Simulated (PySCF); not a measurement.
# Correlation energy of Ti (titanium, neutral)

[Ar] 3d2 4s1 4p1, one real determinant (an excited configuration). All numbers are calculated (PySCF 2.14, no relativity, point nucleus, in dyall-av2z (16s12p7d2f, 101 functions)). Frozen: [Ar]; 4 electrons correlated; the 25 highest virtual orbitals of each spin left out.

```csv
level,correlation energy (mhartree)
CCSD,-19.93
(T),-0.52
CCSD(T),-20.45
```

Diagnostics: T1 = 0.011, D1 = 0.0229, largest double amplitude 0.063.

The real determinant used has ⟨L²⟩ near 14 against 20 for a pure G term, so it mixes terms.

Cost of the coupled-cluster step: roughly 19 core-seconds, for 4 correlated electrons.

The reference is one real determinant that mixes LS terms of this configuration.
